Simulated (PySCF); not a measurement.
Cartesian coordinates (Å):
```xyz
6

Hf     0.0001     0.0465     0.0422
Cl    -0.2593    -2.2747    -0.2635
Cl     0.9887     0.4712     2.1370
Cl    -2.1002     1.1067    -0.0716
O      1.1255     0.7345    -1.3247
H      1.6991     1.0851    -2.0204
```
Charge 0, multiplicity 1.

Question: What is the computed LUMO, HOMO, HOMO–LUMO gap, dipole moment and total energy (PySCF with PBE-D3(BJ)/def2-TZVP // BP86-D3(BJ)/def2-SVP)?

Answer: 
```json
{
 "LUMO": "-2.36 eV",
 "HOMO": "-7.91 eV",
 "HOMO–LUMO gap": "5.55 eV",
 "dipole_moment": "2.86 D",
 "total_energy": "-1504.2291 Ha"
}
```
